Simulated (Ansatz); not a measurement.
Calculated with Ansatz (gas phase, PBE0-D4/def2-TZVP geometries, no zero-point term in ΔE). CCSD(T)/CBS adds triple-zeta CCSD(T) − MP2 to the extrapolated MP2 energy (def2 sets, frozen cores). Functionals use def2-TZVPP. Each species was taken in one conformer, which may not be the lowest.

`CC(C)(N)CN` + `N[SiH2]F` → `NC[SiH](N)F` + `CC(C)N`  (formal exchange of groups at a C–C bond)

```json
{"level": "LDA (SPW92)", "ΔE (kcal/mol)": "-2.6"}
{"level": "r2SCANh-D4", "ΔE (kcal/mol)": "-4.5"}
{"level": "PBE-QIDH", "ΔE (kcal/mol)": "-3.9"}
{"level": "CAM-B3LYP", "ΔE (kcal/mol)": "-5.4"}
{"level": "HF/def2-TZVPP", "ΔE (kcal/mol)": "-5.9"}
{"level": "HF/def2-QZVPP", "ΔE (kcal/mol)": "-5.9"}
{"level": "HF/CBS(def2)", "ΔE (kcal/mol)": "-5.9"}
{"level": "MP2/CBS(def2)", "ΔE (kcal/mol)": "-3.0"}
```

(1) What does CCSD(T)/CBS give? (An estimate is asked.)

Largest T1 diagnostic among the species: 0.011.

Answers

(1) The calculation gave: -3.6 kcal/mol. The listed levels differ from it by 1.0, -0.9, -0.3, -1.8, -2.3, -2.3, -2.3, 0.6 kcal/mol.

The D4 term adds +1.3 kcal/mol with B3LYP and +0.7 kcal/mol with PBE0; it sums over pairs of atoms, weighted by their polarisabilities, and B3LYP, whose exchange is more repulsive, gets the larger term. Leaving LDA and LC-ωPBE aside and taking each functional with its dispersion term where it has one, the values, not all of them listed here, spread over 1.4 kcal/mol, from BLYP-D4 to PBE-QIDH. LDA lies +3.3 kcal/mol from PBE without D4.

B3LYP here is the variant with VWN-RPA as its local correlation; programs differ in this.
